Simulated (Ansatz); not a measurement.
A search over several starts for the lowest SCF solution of the cluster HfSi₅ at the given spin, in a small basis.

```yaml
crystal:
  periodic: [false, false, false]
  atoms:
    - {symbol: Hf, position_ang: [2.089158, 0.086513, 0.632348]}
    - {symbol: Si, position_ang: [-0.490973, 1.127445, -0.778988]}
    - {symbol: Si, position_ang: [1.191672, -0.231543, -1.768961]}
    - {symbol: Si, position_ang: [-0.305103, 0.249502, 1.704448]}
    - {symbol: Si, position_ang: [-2.240022, 0.051148, 0.416645]}
    - {symbol: Si, position_ang: [-0.244732, -1.283064, -0.205493]}
basis:
  gaussian: {orbitals: def2-SVP, initial_orbitals: start.molden}
magnetization: {spin_polarized: true, initial_magnetization: 4}
hamiltonian: {xc: pbe, dispersion: d4}
output: {orbitals: {seedname: orbitals}}
```

The file start.molden holds the orbitals of an earlier run on this structure, at another level or in another basis.

```sh
$ ansatz run in.yaml --threads 4 --pin off --events-out ev --progress --plain --max-ram 4787MiB
```

Shortened log:

```
Functional definition: PBE
1294 factors; their error is unknown
mean field evaluation 1: about -40659.2689 eV, gradient 4.8e0 eV
mean field evaluation 2: about -40659.3982 eV, gradient 2.0e-1 eV
mean field evaluation 4: about -40659.2206 eV, gradient 3.4e-2 eV
mean field evaluation 8: about -40659.2206 eV, gradient 2.2e-5 eV
mean field evaluation 16: about -40659.3940 eV, gradient 1.0e0 eV
mean field evaluation 32: about -40659.2206 eV, gradient 9.6e-5 eV
mean field evaluation 64: about -40658.6683 eV, gradient 3.6e0 eV
mean field evaluation 96: about -40658.0573 eV, gradient 1.7e0 eV
mean field -40659.22060222 eV, -1494.1987973219 hartree, gradient 2.2e-5 eV, S^2 6.014234; 9 other end points of the search recorded, 0 dependent functions left out
reference -40659.22064359 eV, -1494.1987988425 hartree; 43, 39 occupied and 79, 83 virtual orbitals, 1294 factors
Total energy: -40659.68679803 eV, -1494.2159297022 hartree
```

It took 19 s on 4 threads of Arm Neoverse V2 on a shared host.

In the def2 sets Hf takes a core potential; there is no spin–orbit coupling. At PBE0-D4/def2-TZVP a singlet of charge 0 lies 2.13 eV below the quintet, each at its own geometry. The structure comes from a short search, and lower isomers may exist.
